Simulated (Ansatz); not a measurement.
Reaction: BAsH4 (SMILES B[AsH2]) → BH2 (SMILES [BH2], doublet) + AsH2 (SMILES [AsH2], doublet) (the As-B bond breaks)
Each species at its own B3LYP-D3(BJ)/def2-TZVP minimum (Ansatz, an electronic-structure program).

Total energies in hartree (Ansatz). Radicals and triplets start from unrestricted determinants; spin-orbit coupling is neglected. Correlated methods leave the cores frozen (noble-gas shells, and filled d and f shells in the p block). No relativity.

```csv
species,HF/cc-pVTZ,CCSD(T)/cc-pVTZ,HF/cc-pVQZ,CCSD(T)/cc-pVQZ,CCSDT(Q)/cc-pVTZ
1: BAsH4 (SMILES B[AsH2]),-2261.23284,-2261.53024,-2261.23796,-2261.55022,-2261.53189
"2: BH2 (SMILES [BH2], doublet)",-25.76030,-25.86304,-25.76199,-25.86898,-25.86351
"3: AsH2 (SMILES [AsH2], doublet)",-2235.38487,-2235.53976,-2235.38830,-2235.55147,-2235.54068
```

Question: Work out the bond dissociation energy (electronic) in kcal/mol: take Hartree-Fock from cc-pVQZ, extrapolate the CCSD(T) correlation energy as X^-3 (X = 3, 4), and add CCSDT(Q) - CCSD(T) in cc-pVTZ. 1 hartree = 627.51 kcal/mol.

Answer: 
Species 1: correlation (64·(-0.31226) - 27·(-0.29740))/37 = -0.32310; step -0.00165; E1 = -2261.23796 + (-0.32310) + (-0.00165) = -2261.56271
Species 2: correlation (64·(-0.10699) - 27·(-0.10274))/37 = -0.11009; step -0.00047; E2 = -25.76199 + (-0.11009) + (-0.00047) = -25.87255
Species 3: correlation (64·(-0.16317) - 27·(-0.15489))/37 = -0.16921; step -0.00092; E3 = -2235.38830 + (-0.16921) + (-0.00092) = -2235.55843
-1·E1 +1·E2 +1·E3 = 0.13173 hartree = 82.7 kcal/mol.
